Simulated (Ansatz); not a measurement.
C9H10 can be A, `c1ccc(C2CC2)cc1`, or B, `c1ccc2c(c1)CCC2`.

Isolated molecules relaxed with PBE0-D4/def2-TZVP in Ansatz; ΔE leaves out vibrations. CCSD(T)/CBS is the MP2 limit (def2-TZVPP, def2-QZVPP) plus CCSD(T) − MP2 in def2-TZVPP, frozen cores. DFT in def2-TZVPP. B3LYP here is the variant with VWN-RPA as its local correlation; programs differ in this. Each species was taken in one conformer, which may not be the lowest.

Q: Which isomer does CCSD(T)/CBS put lower? Give the gap. (Best estimate.)

A: The calculation gave: B, by 100.6 kJ/mol.

Q: Give E(B) − E(A) in kJ/mol with PBE-D4, ωB97M-V, CCSD(T)/def2-SVP, CCSD(T)/def2-TZVPP, LDA (SPW92), B2PLYP, B3LYP-D4. (Estimate.)

A: Computed: PBE-D4 -95.2, ωB97M-V -97.4, CCSD(T)/def2-SVP -103.9, CCSD(T)/def2-TZVPP -100.5, LDA (SPW92) -102.0, B2PLYP -95.8, B3LYP-D4 -96.4. None reverses the order clearly.

Largest T1 diagnostic: 0.010.

Leaving LDA and LC-ωPBE aside and taking each functional with its dispersion term where it has one, the values, not all of them listed here, spread over 12.7 kJ/mol, from PBE-QIDH to B97M-V. LDA lies −9.7 kJ/mol from PBE without D4. From r2SCAN to r2SCAN0 (25 % exact exchange), in def2-TZVPP and without D4, E(B) − E(A) moves by −3.5 kJ/mol.
